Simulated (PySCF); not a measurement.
Harmonic spectrum computed at PBE0 in the def2-TZVP basis family (core potentials from Rb on, PySCF, no spin–orbit coupling):

```csv
ω (cm⁻¹),IR (km/mol)
302,93.1
433,36.3
440,13.9
545,30.0
807,161
1113,78.0
1146,87.6
1366,169
3789,140
```

Q: Which molecule gave it? In each, all ligands are bound to the one heavy central atom.
A. SO₂(OH) (doublet)
B. RuO₂(OH) (doublet)
C. MoO₂(OH) (doublet)
D. PO₂(OH) (singlet)
E. AsO₂(OH) (singlet)

A: A. It has C1 symmetry with O–H 0.969 Å, S–O 1.434 Å, S–O 1.442 Å, S–O 1.609 Å.
